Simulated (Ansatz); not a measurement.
Reaction (atomization): `CC=C([SiH3])[SiH3]` → 3 C• + 10 H• + 2 Si•

Computed with Ansatz on PBE0-D4/def2-TZVP structures; ΔE is electronic, products minus reactants. CCSD(T)/CBS adds triple-zeta CCSD(T) − MP2 to the extrapolated MP2 energy (def2 sets, frozen cores). This one scheme is used for every species, atoms too. Functionals use def2-TZVPP. No spin–orbit coupling; open shells (•) take unrestricted orbitals. Spin–orbit coupling would lower the free atoms: a little for C, Si.

`CC=C([SiH3])[SiH3]`:

Z-matrix (Å, degrees):
```
C
C 1 1.489
H 1 1.095 2 110.4
H 1 1.095 2 110.4 3 -117.4
H 1 1.092 2 112.8 3 121.3
C 2 1.341 1 126.8 3 -120.7
H 2 1.093 1 114.2 3 59.2
Si 6 1.860 2 119.2 1 179.8
Si 6 1.869 2 122.3 1 -0.0
H 8 1.489 6 110.9 2 120.2
H 8 1.489 6 110.8 2 -120.9
H 8 1.489 6 109.5 2 -0.4
H 9 1.487 6 108.6 2 -178.2
H 9 1.489 6 111.9 2 -58.8
H 9 1.489 6 111.8 2 62.5
```

CCSD(T)/CBS gives +55.61 eV.

**Question.** Another level gave +54.36 eV. Which?
A. CCSD/def2-TZVPP
B. CCSD(T)/def2-TZVPP
C. r2SCAN-D4/def2-TZVPP
D. ωB97X-V/def2-TZVPP

**Answer.** B. CCSD(T)/def2-TZVPP 54.36, ωB97X-V 55.81, r2SCAN-D4 55.66, CCSD/def2-TZVPP 53.73 eV.

Largest T1 diagnostic among the species: 0.012.

The D4 term adds +0.59 eV with B3LYP and +0.31 eV with PBE0; it sums over pairs of atoms, weighted by their polarisabilities, and B3LYP, whose exchange is more repulsive, gets the larger term. From PBE to PBE0 (25 % exact exchange), in def2-TZVPP and without D4, ΔE moves by −0.35 eV: exact exchange takes away binding that semilocal exchange gives to molecules. In def2-TZVPP, CCSD(T) changes the Hartree–Fock value by +11.99 eV (the triples alone add +0.63 eV) and MP2 by +12.16 eV; breaking electron pairs costs correlation energy, which Hartree–Fock lacks.

B3LYP here is the variant with VWN-RPA as its local correlation; programs differ in this.

For atomizations the MP2-based limit and the directly extrapolated one differ by several kJ/mol either way, and by 10 to 25 for some Ge, Se and Sn compounds, so smaller differences from it don't rank the levels.
